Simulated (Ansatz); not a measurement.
Consider the ligand exchange at the Si–O bond: `[SiH3][O][Ge][O][SiH3]` + `C=C=C(O)Cl` → `C=C=C(Cl)O[SiH3]` + `[OH][Ge][O][SiH3]`.

Calculated with Ansatz (gas phase, PBE0-D4/def2-TZVP geometries, no zero-point term in ΔE). CBS: MP2 limit from def2 TZ/QZ plus the TZ coupled-cluster correction, frozen cores. DFT in def2-TZVPP. For Ge outer-core shells are correlated without core-valence functions, which leaves a few kJ/mol of doubt a bond. Scalar relativity is left out up to krypton. Each species was taken in one conformer, which may not be the lowest.

```json
{"level": "PBE-D4", "ΔE (kcal/mol)": "2.8", "difference from CCSD(T)/CBS": "-0.5"}
{"level": "BLYP-D4", "ΔE (kcal/mol)": "3.0", "difference from CCSD(T)/CBS": "-0.3"}
{"level": "r2SCANh-D4", "ΔE (kcal/mol)": "3.2", "difference from CCSD(T)/CBS": "-0.1"}
{"level": "CAM-B3LYP-D4", "ΔE (kcal/mol)": "3.3", "difference from CCSD(T)/CBS": "0.0"}
{"level": "ωB97X-V", "ΔE (kcal/mol)": "3.1", "difference from CCSD(T)/CBS": "-0.2"}
{"level": "B2PLYP", "ΔE (kcal/mol)": "3.1", "difference from CCSD(T)/CBS": "-0.2"}
{"level": "PBE", "ΔE (kcal/mol)": "2.6", "difference from CCSD(T)/CBS": "-0.7"}
{"level": "r2SCAN", "ΔE (kcal/mol)": "3.0", "difference from CCSD(T)/CBS": "-0.3"}
{"level": "PBE0", "ΔE (kcal/mol)": "3.1", "difference from CCSD(T)/CBS": "-0.2"}
{"level": "HF/CBS(def2)", "ΔE (kcal/mol)": "4.9", "difference from CCSD(T)/CBS": "1.6"}
{"level": "CCSD(T)/CBS", "ΔE (kcal/mol)": "3.3", "difference from CCSD(T)/CBS": "0"}
```

Largest T1 diagnostic among the species: 0.015.

Leaving LDA and LC-ωPBE aside and taking each functional with its dispersion term where it has one, the values, not all of them listed here, spread over 1.3 kcal/mol, from PBE-D4 to BHLYP-D4. In def2-TZVPP, CCSD(T) changes the Hartree–Fock value by −1.4 kcal/mol (the triples alone add −0.2 kcal/mol) and MP2 by −1.9 kcal/mol. From BLYP to BHLYP (50 % exact exchange), in def2-TZVPP and without D4, ΔE moves by +0.9 kcal/mol.
